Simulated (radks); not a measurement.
The mercury ion Hg76+, [He] 2s2. Calculated with a radial shooting solver on a logarithmic mesh with Libxc functionals: non-relativistic Kohn-Sham, exchange-only PBE, spin-polarised, spherical densities, point nucleus. Every spin shell is full or empty, so the densities are truly spherical. Functionals are evaluated on that one density, not self-consistently. Rank these orbital-free kinetic functionals by their error against the exact value of the orbitals, and give that value: Thomas-Fermi, von Weizsacker, TF + vW, TF + vW/9, TF + vW/5, LC94, APBEK, revAPBEK, Perdew 92, Thakkar, Pearson, LKT, PG1, DePristo-Kress, Ernzerhof.

Answer. Exact: 7874.55 hartree. From best to worst, with 100 (|E| - |E exact|)/|E exact| (equal figures are ties): Ernzerhof +0.14, revAPBEK -0.93, Thakkar -1.55, APBEK -1.66, LC94 -1.69, Perdew 92 -1.74, TF + vW/9 -1.76, DePristo-Kress -2.79, Pearson -5.63, TF + vW/5 +5.89, Thomas-Fermi -11.32, von Weizsacker -13.93, PG1 +40.48, LKT +47.50, TF + vW +74.75.
